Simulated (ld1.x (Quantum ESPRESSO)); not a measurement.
## Which change was made? (Cd, TM semilocal)

ld1.x (Quantum ESPRESSO) 7.5 input, shortened:

```
&input
   title='Cd', zed=48., rel=1, dft='PBE', iswitch=3,
   config='[Kr] 4d10 5s1 5p0'
 /
 &inputp
   pseudotype=1, tm=.true., lloc=1,
   nlcc=.true., new_core_ps=.true., rcore=1.60
 /
3
5S  1  0   1.00   0.00  2.30  2.30  0.0
4D  3  2  10.00   0.00  1.65  1.65  0.0
5P  2  1   0.00   0.00  2.85  2.85  0.0
 &test
   configts(1)='4d10 5s1 5p0'
 /
```

Cutoffs, loose and tight: the cutoffs (Ry, on a coarse ladder) from which the occupation-weighted sum of valence levels, in a spherical-Bessel basis at the reference potential, stays within 10 and 1 mRy of its value at 400 Ry. They do not see the model core or the augmentation charge, which bear on the density cutoff. Test errors are all-electron minus pseudo excitation energies from the reference, over the configurations 4d10 5s2 5p0; 4d10 5s0 5p0; 4d9 5s0 5p0; 4d10 5s0 5p2; 4d9 5s2 5p0; 4d8 5s0 5p0; 4d9 5s2 5p1; variants that change the core or the reference have their own tests.

The base gives: outcome: generated; cutoff, loose: 70 Ry; cutoff, tight: 110 Ry; bound ghosts: none; largest test error (meV): -455.

**Question.** After one change the result is: outcome: generated; cutoff, loose: 100 Ry; cutoff, tight: 140 Ry; bound ghosts: none; largest test error (meV): -427. Which change was it?
A. wave 4d (bound): rc 1.65 bohr becomes 4d (bound): rc 2.00 bohr
B. wave 4d (bound): rc 1.65 bohr becomes 4d (bound): rc 2.46 bohr
C. wave 4d (bound): rc 1.65 bohr becomes 4d (bound): rc 1.02 bohr

**Answer.** C. The others give: wave 4d (bound): rc 1.65 bohr becomes 4d (bound): rc 2.00 bohr → outcome: generated; cutoff, loose: 55 Ry; cutoff, tight: 90 Ry; bound ghosts: none; largest test error (meV): -502 | wave 4d (bound): rc 1.65 bohr becomes 4d (bound): rc 2.46 bohr → outcome: generated; cutoff, loose: 45 Ry; cutoff, tight: 80 Ry; bound ghosts: none; largest test error (meV): -429.
